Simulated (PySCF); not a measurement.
State search for BeTl

Unrestricted PBE0; basis Be aug-cc-pVDZ, Tl aug-cc-pVDZ-PP with ECP60; scalar-relativistic core potentials; PySCF 2.14. Outer shells of the fragments: Be 2s2; Tl 5d10 6s2 6p1.

Followed along the bond (rough minima from three points):

```csv
2Ms+1,unpaired,⟨S²⟩ at the start,R at minimum (Å),Te (eV)
2,π ↑,0.76,2.60,0.00
2,σ ↑,0.76,2.86,0.04
4,"σ ↑↑, π ↑",3.75,2.48,1.34
4,"σ ↑, π ↑↑",3.75,none in the scan,≤ 1.29
```

Solutions found at the starting distance of 2.390 Å, counted from the lowest of them; the search is not exhaustive and high or unbound solutions are not listed, so other states can lie among these:

```csv
2Ms+1,unpaired,term,E (eV),⟨S²⟩,⟨Lz²⟩,μ (D)
2,π ↑,²Π,0.00,0.76,1.00,0.57
2,σ ↑,²Σ⁺,0.33,0.76,0.00,1.43
4,"σ ↑, π ↑↑",⁴Σ⁻,1.25,3.75,0.00,0.72
4,"σ ↑↑, π ↑",⁴Π,1.28,3.75,1.00,1.50
2,"σ ↑, π ↑↓",mixed,1.88,1.76,2.01,0.42
2,"σ ↓, π ↑↑",mixed,2.21,1.76,0.00,0.25
```

A term symbol is given only where ⟨S²⟩ and ⟨Lz²⟩ are close to those of a pure state; real π, δ and φ orbitals otherwise mix terms. A positive dipole means Be(−)Tl(+).

Question: Compare the gap between the two lowest followed solutions at the starting distance with the gap between their minima.

Answer: At PBE0 the second solution (doublet, unpaired electrons σ ↑) lies +0.33 eV from the first (doublet, unpaired electrons π ↑) at 2.390 Å and +0.04 eV at the minima; the two curves relax by different amounts, since their minima lie near 2.86 and 2.60 Å. A gap this small is a tie at this level.

These are scalar-relativistic numbers at best; spin–orbit coupling would shift them, the dissociation energy most. Counting both spins, an empty level lies below a filled one in some of these solutions, because spin and occupation are held.
